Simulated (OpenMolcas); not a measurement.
# 3s2 3p along the 13-electron sequence

```json
{
  "Program": "OpenMolcas 26.06",
  "Method": "CASSCF",
  "Basis": "ANO-RCC-VQZP",
  "Scalar Hamiltonian": "DKH2, point nucleus",
  "Spin-orbit coupling": "RASSI with atomic mean-field integrals over the reference wave functions, term energies averaged over their components"
}
```

Active space for each ion: 3 electrons in 8 orbitals (3s 3p 4s 4p).

Computed levels in cm-1 above 2P* 1/2:

```json
{"Level": "2P* 3/2", "P2+": "484", "S3+": "828", "Cl4+": "1329", "Ar5+": "2009"}
{"Level": "weight of 2P* in the lowest level (%)", "P2+": "100", "S3+": "100", "Cl4+": "100", "Ar5+": "100"}
```

Measured, with the error of the calculation in %. Measured levels: P2+ from Martin, Zalubas and Musgrove, J. Phys. Chem. Ref. Data 14, 751 (1985); S3+ from NIST levels in Podobedova, Kelleher and Wiese, J. Phys. Chem. Ref. Data 38, 171 (2009); Ar5+ from Saloman, J. Phys. Chem. Ref. Data 39, 033101 (2010).

```csv
Level,P2+,S3+,Ar5+
2P* 3/2,559 (-13.5),951 (-13.0),2208 (-9.0)
```

The fine-structure level 2P* 3/2 changes by a factor of 4.15 from P2+ to Ar5+. Its fourth root runs 4.69, 5.36, 6.04, 6.69, with steps per unit of Z of 0.67, 0.67, 0.66; equal steps would mean a (Z - σ)^4 law with constant σ.

The run also gave levels led by 3s2 4p, which use shells meant for correlation; these and all levels above them are left out (holds for P2+). Active for correlation alone: 4p 4s; no level in the range computed is led by a configuration that fills them, so any true level of that kind is missing (holds for S3+; Cl4+; Ar5+). Computed and measured levels are paired by configuration, term and J; levels that our copy of the source lacks, or whose pairing is in doubt (as where it misses far off the trend of its configuration), stay unpaired and out of the deviations. Levels of configurations outside the active space are missing.

* marks odd parity.
